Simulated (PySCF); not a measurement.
**C₆ coefficients of unlike pairs at PBE0**

Calculated with PySCF 2.14 from the dipole response of each species, C₆(A,B) = (3/π) ∫ α_A(iu) α_B(iu) du, in atomic units, from isotropic polarisabilities. For ions this is the dispersion term alone; charge-induced terms of lower order in 1/R come first.

| species | configuration | basis | relativity | α (bohr³) | C₆ (like pair) |
| --- | --- | --- | --- | --- | --- |
| Ru³⁺ | [Kr] 4d5 (6S) | def2-TZVPPD with the def2 core potential (28 electrons) (6s4p3d2f1g) | core potential | 4.578 | 20.88 |
| Cl²⁺ | [Ne] 3s2 3p3 (4S) | dyall-av2z (13s9p2d) | none | 5.859 | 21.20 |
| V | [Ar] 3d3 4s2 (4F) | def2-QZVPPD (11s6p5d3f2g) | none | 98.07 | 1070 |
| S³⁺ | [Ne] 3s2 3p1 (2P) | aug-cc-pV(T+d)Z with one added diffuse shell each of s, p, d, f type (7s6p5d3f) | none | 5.398 | 14.39 |

Problem. Estimate C₆ for V with Cl²⁺.

Solution. The integral gives 115.4. The combination rule 2 C_A C_B / (C_A α_B/α_A + C_B α_A/α_B) gives 108.4 and the geometric mean 150.6.

No spin-orbit coupling is included.

The other pairs:

```json
{"pair": "S³⁺, Ru³⁺", "C₆": "16.28"}
{"pair": "S³⁺, Cl²⁺", "C₆": "17.36"}
{"pair": "V, Ru³⁺", "C₆": "97.99"}
{"pair": "S³⁺, V", "C₆": "101.1"}
{"pair": "Cl²⁺, Ru³⁺", "C₆": "20.30"}
```
